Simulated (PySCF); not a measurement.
## Spin-rotation constants: `O=CO[C@H]([SiH3])/C(F)=C/F`, C4H6F2O2Si

Geometry (Å), atoms numbered from 1 in this order:
```xyz
15

O    -1.9791    0.5146    0.7933
C    -1.4338    1.4266    0.2324
O    -0.4211    1.3352   -0.5820
C     0.1206    0.0267   -0.8059
Si   -1.0415   -1.4622   -0.2957
C     1.4216   -0.1149   -0.1009
F     2.1233   -1.1833   -0.5258
C     1.8788    0.6516    0.8795
F     3.0472    0.4240    1.4982
H    -1.7455    2.4764    0.3427
H     0.3095   -0.0296   -1.8812
H    -0.3796   -2.5541   -1.0291
H    -0.9267   -1.7465    1.1239
H    -2.3418   -1.2770   -0.9253
H     1.3636    1.5207    1.2540
```

Level of theory: GIAO B3LYP/pcSseg-1 magnetisability, rotational g tensor and spin-rotation constants, non-relativistic, gas phase in PySCF 2.14.0. Geometry: GFN2-xTB.

(1) Give the nuclear spin-rotation constants along the inertial axes (H = +C I·J) beside the isotropic shieldings.

Results:

(1) Rotational constants 2.0080, 0.9819, 0.7813 GHz. A star marks the isotopologue with that one atom substituted, in its own axes.
```
atom  isotope  Caa (kHz)  Cbb (kHz)  Ccc (kHz)  mean (kHz)  σ (ppm)
  F7      19F      2.291      1.143      0.207       1.214    321.9
  F9      19F      2.068      1.010      0.071       1.050    346.6
 H10       1H     -0.152      0.067     -0.072      -0.052     23.8
 H11       1H     -0.209     -0.084      0.027      -0.089     27.3
 H12       1H     -0.151      0.027     -0.070      -0.065     27.7
 H13       1H     -0.170     -0.089      0.031      -0.076     27.3
 H14       1H      0.079     -0.090     -0.066      -0.025     27.3
 H15       1H     -0.155      0.069     -0.092      -0.059     25.5
  O1     17O*     -0.652     -0.418     -0.356      -0.475    -94.9
  C2     13C*      0.719      0.439      0.251       0.470     11.9
  O3     17O*     -0.304     -0.307     -0.161      -0.257    123.5
  C4     13C*      0.467      0.181      0.194       0.281    115.4
 Si5    29Si*     -1.136     -0.582     -0.411      -0.710    407.6
  C6     13C*      0.911      0.357      0.213       0.494     22.5
  C8     13C*      0.728      0.382      0.198       0.436     40.7
```
For the geometry as given, no vibrational averaging.
